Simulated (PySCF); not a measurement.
BH2O3, SMILES [O-]B(O)O, charge -1. Atoms are numbered in the order given.

```xyz
6

O      0.0000     1.1715    -0.7241
B      0.0000     0.0000     0.1083
O      0.0000    -1.1715    -0.7241
O      0.0000     0.0000     1.4070
H      0.0000     1.9086    -0.1058
H      0.0000    -1.9086    -0.1058
```
Charge -1, spin multiplicity 1.

Geometry: B3LYP-D3(BJ)/def2-SVPD. The values are those of a single conformer.

Calculation: PySCF with PBE/def2-TZVPD.

ESP charges are fitted to the potential on shells at 1.4 to 2.0 van der Waals radii. Atomic charges (e):

```tsv
atom	meta-Löwdin	ESP fit
O1	-0.63	-0.73
B2	0.40	0.78
O3	-0.63	-0.73
O4	-0.77	-0.98
H5	0.32	0.33
H6	0.32	0.33
```
